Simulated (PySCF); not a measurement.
**How a change of structure moves an absorption spectrum**

The calculation used TDDFT CAM-B3LYP/def2-SVPD, vertical, gas phase, core orbitals frozen in the response, def2 core potentials past Kr (PySCF 2.14.0, density-fitted response routines). Geometries: PBE0-D3(BJ)/def2-SVP; one conformer of each isolated species. Triplets are in the Tamm–Dancoff approximation. Atoms past krypton carry core potentials; spin–orbit coupling is left out.

Parent: `[Cl][Sn][Cl]`, with lowest singlet excitation energy 3.89 eV, lowest triplet energy 2.90 eV, HOMO–LUMO gap 7.06 eV, S1–T1 gap 0.99 eV, LUMO energy -2.36 eV. Its spectrum: 319 nm (f 0.029); 280 nm (f 0.000); 247 nm (f 0.019); 232 nm (f 0.011); 223 nm (f 0.002).

Problem. How do these changes move the values? ligand (both): Cl to Me (`[CH3][Sn][CH3]`); ligand (both): Cl to F (`[F][Sn][F]`); ligand (both): Cl to OMe (`C[O][Sn][O]C`); ligand (both): Cl to NH2 (`[NH2][Sn][NH2]`); ligand (both): Cl to I (`[I][Sn][I]`); ligand (both): Cl to H (`[H][Sn][H]`).

Solution. 

| change | SMILES | Δ S1 (eV) | Δ T1 (eV) | Δ gap (eV) | Δ S1−T1 (eV) | Δ LUMO (eV) |
| --- | --- | --- | --- | --- | --- | --- |
| ligand (both): Cl to Me | [CH3][Sn][CH3] | -1.50 | -1.43 | -1.28 | -0.07 | +0.96 |
| ligand (both): Cl to F | [F][Sn][F] | +1.20 | +0.72 | +1.19 | +0.48 | +0.32 |
| ligand (both): Cl to OMe | C[O][Sn][O]C | +0.47 | +0.80 | +0.72 | -0.33 | +1.31 |
| ligand (both): Cl to NH2 | [NH2][Sn][NH2] | +0.94 | +0.57 | +0.69 | +0.38 | +2.04 |
| ligand (both): Cl to I | [I][Sn][I] | -1.03 | -0.68 | -1.17 | -0.35 | -0.14 |
| ligand (both): Cl to H | [H][Sn][H] | -1.59 | -1.52 | -1.24 | -0.06 | +0.34 |

S1 falls most with ligand (both): Cl to H (-1.59 eV), and it rises most with ligand (both): Cl to F (+1.20 eV). S1 is simply the lowest singlet of each species and needn't be the same kind of state throughout. Over these 6 changes the shifts of S1 and of the HOMO–LUMO gap correlate with r = 0.98.

Lowest levels of each derivative:
- `[CH3][Sn][CH3]`: 2.39 eV (f 0.022); 3.73 eV (f 0.000); 5.61 eV (f 0.290)
- `[F][Sn][F]`: 5.09 eV (f 0.119); 6.33 eV (f 0.000); 6.81 eV (f 0.013)
- `C[O][Sn][O]C`: 4.36 eV (f 0.000); 4.89 eV (f 0.062); 4.91 eV (f 0.047)
- `[NH2][Sn][NH2]`: 4.84 eV (f 0.084); 4.85 eV (f 0.052); 5.79 eV (f 0.043)
- `[I][Sn][I]`: 2.86 eV (f 0.005); 3.08 eV (f 0.000); 3.65 eV (f 0.038)
- `[H][Sn][H]`: 2.30 eV (f 0.012); 3.76 eV (f 0.000); 5.86 eV (f 0.224)
